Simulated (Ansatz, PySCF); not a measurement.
Gas-phase reaction in SMILES: [O-][S+]([O-])O -> O=[SH](=O)[O-]
Structures are relaxed separately at B3LYP-D3(BJ)/def2-TZVP in Ansatz (a first-principles code), one conformer each, not searched for the lowest.

Property: isomerisation energy (0 K, with B3LYP-D3(BJ) harmonic zero-point energies from PySCF), in kcal/mol. Valence correlation only, unless marked. Spin-orbit coupling is left out. Non-relativistic. Anions need diffuse functions: aug- sets have them; def2-D sets add few; the other sets have none. CBS(X,Y): correlation extrapolated as X^-3; Hartree-Fock from the larger set. The bracket is a focal-point correction in the basis named.

```
level                                                                             program  isomerisation energy (kcal/mol)
-------------------------------------------------------------------------  --------------  -------------------------------
HF/6-31G                                                                           Ansatz                             77.6
HF/6-31G*                                                                          Ansatz                             -3.7
HF/aug-cc-pV(D+d)Z                                                                 Ansatz                             -4.3
revPBE-D3(BJ)/def2-TZVPD                                                   Ansatz + dftd3                             -0.8
PBE0/def2-SVP                                                                      Ansatz                              7.2
PBE0/def2-TZVP                                                                     Ansatz                             -7.7
TPSSh-D3(BJ)/def2-TZVPD                                                     PySCF + dftd3                             -4.4
CAM-B3LYP/def2-TZVPD                                                               Ansatz                             -3.6
B2PLYP-D4/def2-TZVPD                                                       Ansatz + dftd4                             -3.2
PBE-QIDH/def2-TZVPD                                                                Ansatz                             -8.2
RPA@PBE/cc-pV(T+d)Z                                                                Ansatz                             -4.4
SCS-MP2/cc-pwCVTZ                                                                  Ansatz                             -9.2
CCSD(T)/STO-3G                                                                     Ansatz                            124.9
CCSD(T)/cc-pV(T+d)Z                                                                Ansatz                             -6.5
RI-MP2/CBS(aug-cc-pV(T+d)Z,aug-cc-pV(Q+d)Z)+[CCSD(T)-MP2]/aug-cc-pV(T+d)Z          Ansatz                             -5.1
```
